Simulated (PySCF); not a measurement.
# Adding and removing an electron: TlSe

PBE0; basis Tl cc-pVDZ-PP with ECP60, Se cc-pVDZ-PP with ECP10; scalar-relativistic core potentials; PySCF 2.14. Neutral (UKS): doublet (π ↑), Re = 2.729 Å, ωe = 175 cm⁻¹, De = 2.79 eV, HOMO -5.95 eV, LUMO -3.71 eV.

TlSe⁺ (UKS): triplet (π ↑↑), Re = 3.267 Å, ωe = 85.2 cm⁻¹. The energies at the minima are -545.67347 hartree for TlSe and -545.39361 for TlSe⁺.

**Question.** Work out the adiabatic ionisation energy, without and with harmonic zero-point energies (1 hartree = 27.2114 eV, 1 eV = 8065.5 cm⁻¹), and the change of the bond length.

**Answer.** At PBE0: 0.27986 hartree = 7.615 eV between the minima; the zero-point term (85.2 − 175.0)/2 cm⁻¹ = -0.006 eV makes it 7.610 eV. Re changes by +53.8 pm against the neutral. The electron leaves a π orbital, and the ion is left as a loose complex of an ion and an atom.

Spin–orbit coupling is left out, which matters for elements this heavy, above all for dissociation energies. States were picked by a PBE0 search and need not be the measured ground states.
